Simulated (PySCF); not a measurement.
# PySCF run on CaS

Input:

```python
from pyscf import gto, scf

mol = gto.M(
    atom='Ca 0 0 0; S 0 0 2.395',
    basis='6-31g*',
    charge=0,
    spin=0,
    symmetry=True,
    verbose=4,
)
mf = scf.RHF(mol)
mf.kernel()
mf.analyze()
print('orbital energies (hartree):', mf.mo_energy[..., max(0, mol.nelec[1]-3):mol.nelec[0]+3].round(4))
```

```bash
$ OMP_NUM_THREADS=1 python input.py
```

Output (some set-up lines removed):

```
PySCF version 2.14.0

[INPUT] verbose = 4
[INPUT] num. atoms = 2
[INPUT] num. electrons = 36
[INPUT] charge = 0
[INPUT] spin (= nelec alpha-beta = 2S) = 0
[INPUT] symmetry True subgroup None
[INPUT] Mole.unit = angstrom
[INPUT] Symbol           X                Y                Z      unit          X                Y                Z       unit  Magmom
[INPUT]  1 Ca     0.000000000000   0.000000000000   0.000000000000 AA    0.000000000000   0.000000000000   0.000000000000 Bohr   0.0
[INPUT]  2 S      0.000000000000   0.000000000000   2.395000000000 AA    0.000000000000   0.000000000000   4.525894068333 Bohr   0.0

nuclear repulsion = 70.7042620018372
point group symmetry = Coov
symmetry origin: [0.         0.         2.01150847]
symmetry axis x: [1. 0. 0.]
symmetry axis y: [0. 1. 0.]
symmetry axis z: [0. 0. 1.]
num. orbitals of irrep A1 = 18
num. orbitals of irrep E1x = 9
num. orbitals of irrep E1y = 9
num. orbitals of irrep E2x = 2
num. orbitals of irrep E2y = 2
number of shells = 18
number of NR pGTOs = 126
number of NR cGTOs = 40
basis = 6-31g*
ecp = {}

******** <class 'pyscf.scf.hf_symm.SymAdaptedRHF'> ********
method = SymAdaptedRHF
initial guess = minao
damping factor = 0
level_shift factor = 0
DIIS = <class 'pyscf.scf.diis.CDIIS'>
diis_start_cycle = 1
diis_space = 8
diis_damp = 0
SCF conv_tol = 1e-09
SCF conv_tol_grad = None
SCF max_cycles = 50
direct_scf = True
direct_scf_tol = 1e-13
Freeze 0 electrons in irreps []
    36 free electrons in irreps A1 E1x E1y E2x E2y
Set gradient conv threshold to 3.16228e-05
Initial guess from minao.
init E= -1074.15092660697
HOMO (E1y) = -0.327448081327306  LUMO (A1) = -0.127284829938772  gap/eV = 5.44672
cycle= 1 E= -1074.09315220109  delta_E= 0.0578  |g|= 0.447  |ddm|= 1.65
HOMO (E1y) = -0.127229048992254  LUMO (A1) = -0.0483072900093184  gap/eV = 2.14757
cycle= 2 E= -1074.08239649801  delta_E= 0.0108  |g|= 0.489  |ddm|= 1.47
HOMO (A1) = -0.256242235007136  LUMO (A1) = -0.0527989896321097  gap/eV = 5.53597
cycle= 3 E= -1074.19265475268  delta_E= -0.11  |g|= 0.0391  |ddm|= 0.746
HOMO (A1) = -0.259620582673793  LUMO (A1) = -0.0446952459433307  gap/eV = 5.84842
cycle= 4 E= -1074.19338369935  delta_E= -0.000729  |g|= 0.00753  |ddm|= 0.0777
HOMO (E1y) = -0.258541134318061  LUMO (A1) = -0.0445110347961044  gap/eV = 5.82406
cycle= 5 E= -1074.19345751596  delta_E= -7.38e-05  |g|= 0.00387  |ddm|= 0.0252
HOMO (E1y) = -0.25667820404827  LUMO (A1) = -0.0446804447581122  gap/eV = 5.76875
cycle= 6 E= -1074.19348575529  delta_E= -2.82e-05  |g|= 0.00205  |ddm|= 0.0153
HOMO (E1y) = -0.25542446180849  LUMO (A1) = -0.0451071446626587  gap/eV = 5.72303
cycle= 7 E= -1074.19349840019  delta_E= -1.26e-05  |g|= 0.000595  |ddm|= 0.0143
HOMO (E1y) = -0.25507834698047  LUMO (A1) = -0.0452259008755302  gap/eV = 5.71038
cycle= 8 E= -1074.19349972112  delta_E= -1.32e-06  |g|= 0.000104  |ddm|= 0.00577
HOMO (E1y) = -0.255060426002432  LUMO (A1) = -0.0452367343620959  gap/eV = 5.70959
cycle= 9 E= -1074.19349974974  delta_E= -2.86e-08  |g|= 2.08e-05  |ddm|= 0.000739
HOMO (E1y) = -0.255048922608574  LUMO (A1) = -0.0452404280618492  gap/eV = 5.70918
cycle= 10 E= -1074.19349975057  delta_E= -8.36e-10  |g|= 3.78e-06  |ddm|= 0.000146
HOMO (E1y) = -0.255047981518784  LUMO (A1) = -0.0452405342141551  gap/eV = 5.70915
Extra cycle  E= -1074.19349975059  delta_E= -1.84e-11  |g|= 1.54e-06  |ddm|= 1.85e-05
converged SCF energy = -1074.19349975059
**** SCF Summaries ****
Total Energy =                       -1074.193499750593219
Nuclear Repulsion Energy =              70.704262001837165
One-electron Energy =                -1619.441550151111187
Two-electron Energy =                  474.543788398680874
Two-electron Coulomb Energy =          534.909634783889942
DFT Exchange-Correlation Energy =      -60.365846385209068
HOMO-LUMO gap [eV] =                     5.709151438477079
Wave-function symmetry id = 0
**** MO energy ****
[7 lines left out]
MO #8 (A1 #6), energy= -6.49540028013019 occ= 2
MO #9 (E1x #2), energy= -6.49308700143019 occ= 2
MO #10 (E1y #2), energy= -6.49308700143019 occ= 2
MO #11 (A1 #7), energy= -2.27238153776076 occ= 2
MO #12 (E1x #3), energy= -1.37123987636967 occ= 2
MO #13 (E1y #3), energy= -1.37123987636967 occ= 2
MO #14 (A1 #8), energy= -1.36911266557974 occ= 2
MO #15 (A1 #9), energy= -0.749635531055349 occ= 2
MO #16 (A1 #10), energy= -0.259316250696813 occ= 2
MO #17 (E1x #4), energy= -0.255047981518784 occ= 2
MO #18 (E1y #4), energy= -0.255047981518784 occ= 2
MO #19 (A1 #11), energy= -0.0452405342141551 occ= 0
MO #20 (E1x #5), energy= 0.0294220591262613 occ= 0
MO #21 (E1y #5), energy= 0.0294220591262613 occ= 0
[19 lines left out]
 ** Mulliken pop on meta-lowdin orthogonal AOs  **
 ** Mulliken pop  **
pop of  0 Ca 1s           2.00000
pop of  0 Ca 2s           1.99999
pop of  0 Ca 3s           1.99977
pop of  0 Ca 4s           0.54535
pop of  0 Ca 5s           0.00908
pop of  0 Ca 2px          2.00000
pop of  0 Ca 2py          2.00000
pop of  0 Ca 2pz          2.00000
pop of  0 Ca 3px          1.99956
pop of  0 Ca 3py          1.99956
pop of  0 Ca 3pz          1.99871
pop of  0 Ca 4px          0.05650
[28 lines left out]
 ** Mulliken atomic charges  **
charge of    0Ca =      1.26358
charge of    1S =     -1.26358
Dipole moment(X, Y, Z, Debye):  0.00000,  0.00000, -12.71145
orbital energies (hartree): [-0.2593 -0.255  -0.255  -0.0452  0.0294  0.0294]
```

In short: E(SCF) = -1074.193500 Eh, 10 cycles, μz(SCF) = -12.71 D.

It ran on Intel Xeon Platinum 8488C (1 thread, shared host) in 1.4 s, peak memory 0.12 GiB.

Stability towards an unrestricted solution was not tested. The bond length is a typed value, not an optimised one.
